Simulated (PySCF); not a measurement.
C4H6BN.
Bonds: B1–C2, C2–C3 (double), C3–C4, C4–C5 (double), C5–N6, B1–N6. Hydrogens: H7 on B1; H8 on C2; H9 on C3; H10 on C4; H11 on C5; H12 on N6.

A GFN2-xTB structure was refined with BHandHLYP/def2-SVP geometry optimisation, gas phase (PySCF). Its GFN2-xTB values:

| coordinate | GFN2-xTB |
| --- | --- |
| B1–C2 | 1.515 Å |
| B1–N6 | 1.416 Å |
| B1–H7 | 1.172 Å |
| C2=C3 | 1.363 Å |
| C2–H8 | 1.083 Å |
| C3–C4 | 1.413 Å |
| C3–H9 | 1.084 Å |
| C4=C5 | 1.359 Å |
| C4–H10 | 1.079 Å |
| C5–N6 | 1.354 Å |
| C5–H11 | 1.083 Å |
| N6–H12 | 1.011 Å |
| B1–C2–C3 | 119.4° |
| B1–N6–C5 | 123.4° |
| C2–B1–N6 | 114.6° |
| C2–C3–C4 | 121.0° |
| C3–C4–C5 | 120.4° |
| C4–C5–N6 | 121.2° |

Task: How do these coordinates change at the BHandHLYP/def2-SVP level?

Result: 
```json
{"coordinate": "B1–H7", "BHandHLYP/def2-SVP (Å or °)": "1.199", "change": "+0.027"}
{"coordinate": "B1–N6", "BHandHLYP/def2-SVP (Å or °)": "1.427", "change": "+0.011"}
{"coordinate": "C3–C4", "BHandHLYP/def2-SVP (Å or °)": "1.422", "change": "+0.009"}
{"coordinate": "N6–H12", "BHandHLYP/def2-SVP (Å or °)": "1.005", "change": "-0.006"}
{"coordinate": "C3–H9", "BHandHLYP/def2-SVP (Å or °)": "1.088", "change": "+0.004"}
{"coordinate": "C4–H10", "BHandHLYP/def2-SVP (Å or °)": "1.083", "change": "+0.004"}
{"coordinate": "C2–H8", "BHandHLYP/def2-SVP (Å or °)": "1.086", "change": "+0.003"}
{"coordinate": "C2=C3", "BHandHLYP/def2-SVP (Å or °)": "1.366", "change": "+0.003"}
{"coordinate": "C5–N6", "BHandHLYP/def2-SVP (Å or °)": "1.356", "change": "+0.002"}
{"coordinate": "C5–H11", "BHandHLYP/def2-SVP (Å or °)": "1.085", "change": "+0.002"}
{"coordinate": "C4=C5", "BHandHLYP/def2-SVP (Å or °)": "1.358", "change": "-0.001"}
{"coordinate": "B1–C2", "BHandHLYP/def2-SVP (Å or °)": "1.514", "change": "-0.001"}
{"coordinate": "C2–C3–C4", "BHandHLYP/def2-SVP (Å or °)": "121.9", "change": "+0.9"}
{"coordinate": "B1–C2–C3", "BHandHLYP/def2-SVP (Å or °)": "118.5", "change": "-0.9"}
{"coordinate": "C2–B1–N6", "BHandHLYP/def2-SVP (Å or °)": "114.9", "change": "+0.3"}
{"coordinate": "C3–C4–C5", "BHandHLYP/def2-SVP (Å or °)": "120.0", "change": "-0.4"}
{"coordinate": "C4–C5–N6", "BHandHLYP/def2-SVP (Å or °)": "121.0", "change": "-0.2"}
{"coordinate": "B1–N6–C5", "BHandHLYP/def2-SVP (Å or °)": "123.5", "change": "+0.1"}
```

The energy falls by 0.019 eV over 5 energy and gradient evaluations, the largest force component goes from 0.0123 to 4.2e-04 Eh/bohr, and the atoms move by 0.013 Å rms after alignment. The bond that changes most is B1–H7 (ring boron to B–H hydrogen), which lengthens by 0.027 Å. Bonds longer at the end by more than 0.005 Å: 3 of 12; shorter: 1. Rotational constants go from 5784, 5409, 2795 to 5726, 5397, 2778 MHz.

The run used 114 basis functions and 30 SCF cycles in all. Time: 24 s of wall time; peak memory 0.50 GiB. Hardware: Arm Neoverse N1, one thread, no GPU, on a shared host.

No frequency check.
